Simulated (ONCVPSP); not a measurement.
manganese (Mn), ONCV: configuration errors across variants

manganese, optimised norm-conserving Vanderbilt (ONCV), made with ONCVPSP 4.0.1 (LDA (Perdew-Wang 92), scalar-relativistic). Core [Ar], reference 3d6 4s1. Waves: 4s: rc 2.70 bohr, ncon 3, nbas 7, qcut 3 1/bohr, 1 projector; p scattering state at 0.07 Ha: rc 2.10 bohr, ncon 4, nbas 9, qcut 4.6 1/bohr, 2 projectors, debl 3.2 Ha; 3d: rc 1.00 bohr, ncon 4, nbas 8, qcut 11.3 1/bohr, local. Local part: the d channel. Core correction: polynomial model core, fcfact 0.6.

All-electron excitation energies from the reference (eV): (1) 3d5 4s2 0.405; (2) 3d5 4s1 9.052; (3) 3d5 4s0 24.922.

2 further variants failed, have other tests or another functional or relativity, and are left out.

A true bound ghost makes a file unfit for plane-wave use even where its test errors are small: the radial tests pick states by their node count and pass the ghost by.

Errors AE − PS in meV (a dash: test not solved or not reliable):

| change | (1) | (2) | (3) | bound ghosts | GHOST(+) flags above zero |
| --- | --- | --- | --- | --- | --- |
| base | -98 | -55 | -78 | s | p |
| p: rc 2.24 | -98 | -55 | -78 | s, p | none |
| core correction Teter function, fcfact 5.5, rcfact 1.65 | -101 | -77 | -278 | s | p |
| s: qcut 2.4; p: qcut 3.7; d: qcut 9.1 | -70 | -48 | -110 | s | p |

**Question.** Give the same row for: d: ncon 5, nbas 9.

**Answer.** -99, -56, -77; bound ghosts: s; GHOST(+) flags above zero: p.
